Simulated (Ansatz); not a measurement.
The same ligand exchange along the group Si, Ge, Sn.

Calculated with Ansatz (gas phase, PBE0-D4/def2-TZVP geometries, no zero-point term in ΔE). CBS: MP2 limit from def2 TZ/QZ plus the TZ coupled-cluster correction, frozen cores. This one scheme is used for every species. Functionals use def2-TZVPP. Elements past krypton have def2 core potentials. For Br, Ge, Sn outer-core shells are correlated without core-valence functions, which leaves a few kJ/mol of doubt a bond. Scalar relativity is left out up to krypton.

```json
{"reaction": "`F[Si]Br` + HCl → `F[Si]Cl` + HBr", "CCSD(T)/CBS(def2) (kJ/mol)": "-2"}
{"reaction": "`[F][Ge][Br]` + HCl → `[F][Ge][Cl]` + HBr", "CCSD(T)/CBS(def2) (kJ/mol)": "7"}
{"reaction": "`[F][Sn][Br]` + HCl → `[F][Sn][Cl]` + HBr", "CCSD(T)/CBS(def2) (kJ/mol)": "?"}
```

(1) Fill in the missing values. (Estimate.)

Largest T1 diagnostic: 0.016, for `[F][Sn][Cl]`.

Answers

(1) The calculation gave: `[F][Sn][Br]` + HCl → `[F][Sn][Cl]` + HBr: +13.6 kJ/mol.
